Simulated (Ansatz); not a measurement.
H$_{4}$O$_{2}$Si$_{2}$. Total charge 0; spin multiplicity 1. The bonds changed during the relaxation, so this is another structure than the one it started from. Geometry: relaxed with PBE0-D4/def2-TZVP. It is one conformer, not always the lowest.

```xyz
8

O     1.640   -1.430   -0.314
Si    0.415   -0.712   -1.116
O    -0.614    0.160   -0.274
Si   -1.282    0.967    1.049
H     2.124   -0.928    0.346
H    -0.233   -1.764   -1.933
H    -1.947    2.170    0.446
H    -0.104    1.535    1.795
```

(1) What is the dipole moment at PBE/def2-TZVPP? (An estimate is asked.)

(2) And with r2SCAN, B3LYP, ωB97M-V? (Best estimate.)

(3) Give the Mulliken charges with PBE, ωB97M-V, r2SCAN in def2-TZVPP. (An estimate is asked.)

Answers

(1) The calculation gave: 1.88 D, with components (1.75, -0.46, -0.49) D in this frame, pointing from negative to positive charge.

(2) Computed: r2SCAN 2.00 D, B3LYP 2.09 D, ωB97M-V 3.09 D.

(3) Computed: 
| atom | PBE | ωB97M-V | r2SCAN |
| --- | --- | --- | --- |
| O1 | -0.31 | -0.33 | -0.37 |
| Si2 | 0.37 | 0.46 | 0.50 |
| O3 | -0.20 | -0.24 | -0.31 |
| Si4 | 0.09 | 0.02 | 0.17 |
| H5 | 0.20 | 0.20 | 0.22 |
| H6 | -0.03 | 0.02 | -0.04 |
| H7 | -0.05 | -0.04 | -0.08 |
| H8 | -0.08 | -0.07 | -0.10 |

B3LYP here is the variant with VWN-RPA as its local correlation; programs differ in this.
